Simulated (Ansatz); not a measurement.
Input:

```yaml
crystal:
  periodic: [false, false, false]
  atoms:
    - { symbol: B, position_ang: [-0.248288, 0.075073, 0.438751] }
    - { symbol: "N", position_ang: [0.331764, 0.157933, 1.880604] }
    - { symbol: H, position_ang: [-0.263756, -0.182953, 2.638502] }
    - { symbol: H, position_ang: [1.285116, -0.187361, 2.013205] }
    - { symbol: H, position_ang: [0.515544, -0.3294, -0.406442] }
    - { symbol: H, position_ang: [-1.408276, -0.288152, 0.391697] }
    - { symbol: O, position_ang: [-0.229928, 1.775746, 0.343786] }
    - { symbol: Si, position_ang: [-1.739073, 2.551051, 0.143169] }
    - { symbol: H, position_ang: [-2.265304, 2.204673, -1.21176] }
    - { symbol: H, position_ang: [-2.714029, 2.12438, 1.202213] }
    - { symbol: H, position_ang: [-1.516015, 4.030351, 0.246827] }
    - { symbol: H, position_ang: [0.141445, 1.520358, 1.383949] }
basis:
  gaussian: { orbitals: "6-31G*" }
hamiltonian:
  xc: revpbe
  dispersion: d4
md:
  timestep: 0.5
  n_steps: 200
  ensemble: nve
  temperature: 100.0
  initial_velocities: maxwell_boltzmann
  seed: 6338
```

Command:

```bash
$ ansatz run input.yaml --threads 1 --pin off --max-ram 2048MiB --backend cpu --events-out ev --progress --plain --runs-dir out
```

Hardware: 1 thread of Intel(R) Xeon(R) Processor @ 2.50GHz (Skylake/Cascade Lake), on a shared host.

Question: Roughly how long does this run take, and how much memory?

Answer: 17 min, with a peak of 0.13 GiB, for 201 ionic steps.
